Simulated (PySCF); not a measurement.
Computed IR spectrum (relative IR intensity) of a molecule CH₅ClFNSi. Geometry optimised at B3LYP-D3(BJ)/def2-SVP. The values are those of a single conformer. Level of theory: B3LYP-D3(BJ)/def2-SVP run with PySCF. Frequencies are harmonic and unscaled.

Lines under 2 % of the strongest are left out, and lines within 2 cm⁻¹ are merged.

```
ν (cm⁻¹)  relative intensity
--------  ------------------
84                       2.6
128                      4.1
192                      3.7
223                      4.5
271                      5.6
329                      8.6
390                       86
525                       72
640                       17
694                      4.0
818                       57
831                       22
892                       21
928                      100
1071                      43
1451                     2.5
1542                      28
2276                      58
3017                     9.0
3073                     9.5
3573                      21
3666                      21
```

**Question.** Identify the compound among the candidates.
A) NC[Si@H](F)Cl
B) C[Si@@](N)(F)Cl
C) CN[Si@H](F)Cl
D) N[Si@@H](Cl)CF

**Answer.** D, N[Si@@H](Cl)CF
